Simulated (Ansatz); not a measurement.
Consider the formal exchange of groups at the Si–C bond: `[SiH3]C1C=N1` + `NC(F)S` → `NC(F)([SiH3])S` + `C1=NC1`.

Isolated molecules relaxed with PBE0-D4/def2-TZVP in Ansatz; ΔE leaves out vibrations. CCSD(T)/CBS is the MP2 limit (def2-TZVPP, def2-QZVPP) plus CCSD(T) − MP2 in def2-TZVPP, frozen cores. DFT in def2-TZVPP. B3LYP here is the variant with VWN-RPA as its local correlation; programs differ in this. HSE06 is defined as in plane-wave codes. Each species was taken in one conformer, which may not be the lowest.

```csv
level,ΔE (kJ/mol),difference from CCSD(T)/CBS
LDA (SPW92),-0.3,-3.2
PBE-D4,2.0,-0.9
revPBE-D4,1.2,-1.7
r2SCAN-D4,3.6,0.7
B97M-V,5.7,2.8
PBE0-D4,4.0,1.1
B3LYP-D4,2.4,-0.5
r2SCANh-D4,4.1,1.2
r2SCAN0-D4,4.8,1.9
HSE06-D4,4.3,1.4
BHLYP-D4,3.7,0.8
ωB97X-V,1.9,-1.0
ωB97M-V,1.1,-1.8
B2PLYP,6.2,3.3
PBE-QIDH,6.0,3.1
PBE,5.4,2.5
revPBE,8.6,5.7
BLYP,7.6,4.7
r2SCAN,4.4,1.5
PBE0,7.0,4.1
r2SCANh,5.0,2.1
r2SCAN0,5.8,2.9
HSE06,7.1,4.2
BHLYP,8.7,5.8
CAM-B3LYP,5.7,2.8
LC-ωPBE,4.0,1.1
RPA@PBE/def2-TZVPP,2.7,-0.2
HF/def2-SVP,7.9,5.0
MP2/def2-SVP,-1.0,-3.9
CCSD/def2-SVP,-1.5,-4.4
CCSD(T)/def2-SVP,-2.6,-5.5
HF/def2-TZVPP,13.0,10.1
MP2/def2-TZVPP,4.5,1.6
SCS-MP2/def2-TZVPP,5.6,2.7
CCSD/def2-TZVPP,5.2,2.3
CCSD(T)/def2-TZVPP,3.9,1.0
HF/def2-QZVPP,13.6,10.7
MP2/def2-QZVPP,4.1,1.2
SCS-MP2/def2-QZVPP,5.4,2.5
HF/CBS(def2),13.6,10.7
CCSD(T)/CBS,2.9,0
```

Largest T1 diagnostic among the species: 0.013.

The D4 term adds −5.6 kJ/mol with B3LYP and −3.0 kJ/mol with PBE0; it sums over pairs of atoms, weighted by their polarisabilities, and B3LYP, whose exchange is more repulsive, gets the larger term. In def2-TZVPP, CCSD(T) changes the Hartree–Fock value by −9.0 kJ/mol (the triples alone add −1.2 kJ/mol) and MP2 by −8.5 kJ/mol.
